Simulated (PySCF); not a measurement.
# Gas-phase thermal properties of MgI₂

Computed with PySCF and rigid-rotor harmonic-oscillator thermochemistry at 1 bar. Table values come from the NASA 1993 polynomials. S°(298 K) at PBE0/def2-TZVP differs from the NASA 1993 table for MgI₂ (-7 J/mol/K); whether the harmonic model or the table's entry is off was not settled. All species are closed-shell singlets. I: scalar-relativistic def2 core potential, no spin-orbit coupling. The harmonic model lacks anharmonicity and excited electronic states, which grow with temperature; levels with a mode under 35 cm⁻¹ are left out. Soft modes under 120 cm⁻¹ make the harmonic entropy rough for MgI₂. The table's entry may be an old estimate for MgI₂ (not checked at source).

```tsv
level	point group	σ	ZPE (kJ/mol)	S°298 (J/mol/K)	Cp298 (J/mol/K)	S°1000 (J/mol/K)	H1000 − H298 (kJ/mol)
table	-	-	-	317.5	59.6	391.6	43.1
PBE/def2-SVP	D∞h	2	4.6	309.7	59.2	383.6	43.0
PBE0/def2-TZVP	D∞h	2	4.6	310.7	59.1	384.6	43.0
```
σ: rotational symmetry number. Electronic degeneracy used: 1. Frequencies are unscaled.
